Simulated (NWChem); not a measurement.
System: CH2NO cation; SMILES [NH2+]=C=O

**Question.** Give the equilibrium geometry at PBE0/def2-SVP (NWChem) as an XYZ file, with the point group.

**Answer.** point group C2v; any orientation.
```
5

N      0.0000     0.0000     1.1208
C      0.0000     0.0000    -0.1480
O      0.0000     0.0000    -1.2752
H      0.0000     0.8859     1.6425
H      0.0000    -0.8859     1.6425
```
